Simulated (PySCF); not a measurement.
**Partial charges of `FB(F)C1C=C1`**

Species: C3H3BF2.
Geometry (PBE0-D3(BJ)/def2-SVP, Å), atoms numbered from 1 in this order:
```xyz
9
C3H3BF2 angstrom
F      2.3429   -1.2314   -0.2415
B      1.4321   -0.3554    0.1484
F      1.8636    0.6574    0.8847
C     -0.0594   -0.5036   -0.2373
C     -0.9260    0.7418   -0.3912
C     -1.1382    0.0619    0.6797
H     -0.3175   -1.3839   -0.8489
H     -1.1257    1.5806   -1.0510
H     -1.6638   -0.1208    1.6120
```

Density: PBE0/pcSseg-1 (PySCF); schemes: Mulliken, IAO, Hirshfeld and ESP-fitted. Geometry: PBE0-D3(BJ)/def2-SVP, one conformer, isolated molecule.

Question: Which atoms carry the lowest charge in the Mulliken, IAO, Hirshfeld and ESP-fitted schemes?

Answer: The schemes don't all agree: Mulliken C4 (-0.411); IAO F3 and C4 (-0.320); Hirshfeld F3 (-0.147); ESP-fitted F1 (-0.306).

Question: Do the Mulliken, IAO, Hirshfeld and ESP-fitted schemes agree on where the charge is highest?

Answer: All schemes agree: Mulliken B2 (+0.780); IAO B2 (+0.714); Hirshfeld B2 (+0.294); ESP-fitted B2 (+0.675).

Question: For which atoms does the sign change between the 4 schemes (beyond +0.03 e in one, beyond −0.03 e in another)?

Answer: For none.

Question: What partial charge does each atom carry?

Answer: In e:

| atom | environment | Mulliken | IAO | Hirshfeld | ESP-fitted |
| --- | --- | --- | --- | --- | --- |
| F1 | boron-bound fluorine | -0.293 | -0.318 | -0.146 | -0.306 |
| B2 | three-coordinate boron | +0.780 | +0.714 | +0.294 | +0.675 |
| F3 | boron-bound fluorine | -0.297 | -0.320 | -0.147 | -0.280 |
| C4 | sp3 carbon bound to boron | -0.411 | -0.320 | -0.135 | -0.218 |
| C5 | alkene CH carbon | -0.068 | -0.124 | -0.032 | -0.194 |
| C6 | alkene CH carbon | -0.066 | -0.124 | -0.032 | -0.195 |
| H7 | methine hydrogen | +0.141 | +0.131 | +0.028 | +0.092 |
| H8 | vinylic hydrogen | +0.107 | +0.181 | +0.086 | +0.212 |
| H9 | vinylic hydrogen | +0.107 | +0.181 | +0.086 | +0.213 |

Mean size of the charges over all atoms: IAO 0.268 e, ESP-fitted 0.265 e, Mulliken 0.252 e, Hirshfeld 0.110 e. Each set sums to the total charge, 0, to within 0.001 e. The ESP scheme fits charges at the nuclei, held to the total charge, to the electrostatic potential on points at 1.4 to 2.0 times the van der Waals radii.

Question: How closely do the schemes follow one another over all atoms?

Answer: Correlation coefficient and root-mean-square difference: IAO with Hirshfeld 0.99, 0.187 e; IAO with ESP-fitted 0.99, 0.055 e; Mulliken with IAO 0.98, 0.059 e; Mulliken with Hirshfeld 0.98, 0.203 e; Hirshfeld with ESP-fitted 0.98, 0.178 e; Mulliken with ESP-fitted 0.95, 0.108 e.

Question: How many electrons does the ESP-fitted scheme count on C4?

Answer: Z − q = 6 − (-0.218) = 6.218.

Question: Sum the charges by element, for elements with more than one atom.

Answer: 
| element | atoms | Mulliken | IAO | Hirshfeld | ESP-fitted |
| --- | --- | --- | --- | --- | --- |
| F | 2 | -0.590 | -0.639 | -0.293 | -0.586 |
| C | 3 | -0.545 | -0.569 | -0.200 | -0.607 |
| H | 3 | +0.355 | +0.493 | +0.199 | +0.517 |

The run behind these numbers computed NMR shieldings as well. The run took 7.5 s of wall time on an Arm Neoverse V2 with one thread (shared host).
